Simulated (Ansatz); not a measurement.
**The atomisation energy (no zero-point term) down a group: F to I**

Gas-phase molecules, one atom swapped for its congeners: BF3 (boron trifluoride) `FB(F)F`; BClF2 (chlorodifluoroborane) `FB(F)Cl`; BBrF2 `FB(F)Br`; BIF2 (difluoroiodoborane) `FB(F)I`. All are singlets with charge 0.

Shapes, held fixed at every level: PBE0-D4/def2-TZVP. Programs: Ansatz 0.2.0. Values in eV.

Question: How should the atomisation energy change along the series?

Answer: At CCSD(T)/def2-TZVPP the atomisation energy falls at every step, from 19.86 to 16.32 eV. Every level shows the same order. For atoms past krypton def2 sets carry core potentials with scalar relativity. Relativity is left out for Br. Outer-core shells of Br, I are correlated in most correlated rows, in sets that cover them unevenly. Spin-orbit coupling, which grows down the group, is left out (summed over each molecule's free atoms 0.05, 0.07, 0.19, 0.35 eV). Coupled cluster in double- or triple-zeta sets underbinds by a few per cent against its basis-set limit.

```json
{"level": "PBE-D4/def2-TZVPP", "BF3": "20.92", "BClF2": "18.84", "BBrF2": "18.14", "BIF2": "17.40"}
{"level": "BHLYP-D4/def2-TZVPP", "BF3": "19.34", "BClF2": "17.35", "BBrF2": "16.66", "BIF2": "15.89"}
{"level": "r2SCAN0-D4/def2-TZVPP", "BF3": "19.91", "BClF2": "17.96", "BBrF2": "17.27", "BIF2": "16.47"}
{"level": "wB97M-V/def2-TZVPP", "BF3": "20.38", "BClF2": "18.34", "BBrF2": "17.55", "BIF2": "16.75"}
{"level": "B2PLYP/def2-TZVPP", "BF3": "20.26", "BClF2": "18.10", "BBrF2": "17.41", "BIF2": "16.64"}
{"level": "CCSD(T)/def2-TZVPP", "BF3": "19.86", "BClF2": "17.74", "BBrF2": "17.08", "BIF2": "16.32"}
```
